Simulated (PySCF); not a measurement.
**How methods differ on the ionisation energy of Au⁴³⁺**

Au⁴³⁺ [Kr] (1S) → Au⁴⁴⁺ [Ar] 3d10 4s2 4p5 (2P), as a difference of total energies. Computed with PySCF 2.14 in an even-tempered Gaussian basis (18 s from 5 bohr⁻², ratio 2.5; 14 p from 6.4 bohr⁻², ratio 2.5; 8 d from 11 bohr⁻², ratio 2.5; 4 f from 35 bohr⁻², ratio 2.7; 4 g from 52 bohr⁻², ratio 2.7), with scalar relativity by spin-free X2C-1e. Correlated levels: outer shells: [Ne] frozen; virtual orbitals above 40 to 60 times the deepest correlated orbital energy dropped. The calculations carry no spin-orbit coupling.

```json
{"method": "UHF", "ionisation energy (eV)": "2301.4"}
{"method": "LDA", "ionisation energy (eV)": "2303.2"}
{"method": "PBE", "ionisation energy (eV)": "2302.6"}
{"method": "PBE0", "ionisation energy (eV)": "2302.8"}
{"method": "r2SCAN", "ionisation energy (eV)": "2303.3"}
{"method": "B3LYP", "ionisation energy (eV)": "2302.9"}
{"method": "TPSS", "ionisation energy (eV)": "2302.8"}
{"method": "MP2 (outer shells)", "ionisation energy (eV)": "2303.1"}
{"method": "SCS-MP2 (outer shells)", "ionisation energy (eV)": "2302.8"}
```

A first-order spin-orbit estimate (lowest level to lowest level, LS coupling) adds -40.365 eV.

Breit and QED terms and the two-electron picture change are absent.

For comparison: 2261 ± 4 eV (theoretical estimate listed by NIST; NIST Atomic Spectra Database, ionization energies).
